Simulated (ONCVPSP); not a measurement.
# What one change does to a pseudopotential (carbon, ONCV)

carbon, optimised norm-conserving Vanderbilt (ONCV), made with ONCVPSP 4.0.1 (PBE, scalar-relativistic). Core [He], reference 2s1 2p3. Waves: 2s: rc 1.20 bohr, ncon 4, nbas 8, qcut 5.8 1/bohr, local; 2p: rc 3.05 bohr, ncon 3, nbas 8, qcut 4.8 1/bohr, 2 projectors, debl 0.5 Ha. Local part: the s channel. Core correction: polynomial model core, fcfact 0.65.

Change: s: qcut 8.2.

Cutoffs: the cutoffs (Ha) at which the residual kinetic energy of the hardest occupied pseudo-wave falls to 1 and 0.1 mHa per electron; they do not see the model core or the augmentation charge, which bear on the density cutoff. Errors are all-electron minus pseudo energies relative to the spin-unpolarised reference configuration.

Problem. What does the change do?

Solution. The potential gets neither clearly harder nor softer (17 Ha and 93 Ha → 21 Ha and 27 Ha); the errors of the 4 common tests hardly move; the range in which the s phases agree widens (upper end 3.8 → at the end of the scan); neither file shows a bound ghost.

| quantity | base | changed |
| --- | --- | --- |
| cutoff, loose | 17 Ha | 21 Ha |
| cutoff, tight | 93 Ha | 27 Ha |
| loose cutoff by channel | s 17 Ha, p 7.2 Ha | s 21 Ha, p 7.2 Ha |
| bound ghosts | none | none |
| GHOST(+) flags under 300 eV | none | none |
| error for 2s2 2p2, meV [ΔE -8.48 eV] | -50 | -46 |
| error for 2s2 2p1, meV [ΔE 2.38 eV] | +359 | +365 |
| error for 2s2 2p0, meV [ΔE 26.54 eV] | +1927 | +1921 |
| error for 2s0 2p4, meV [ΔE 8.50 eV] | -49 | -44 |
| s: phases at 1.22 bohr within 0.05 rad from the reference energy up to (Ha; the scan ends near 5) | 3.8 | to the end of the scan |
| p: phases at 3.09 bohr within 0.05 rad from the reference energy up to (Ha; the scan ends near 5) | 2.1 | 2.1 |
| rms error of d²Exc/dni dnj with the model core, mHa | 1.22 | 0.78 |
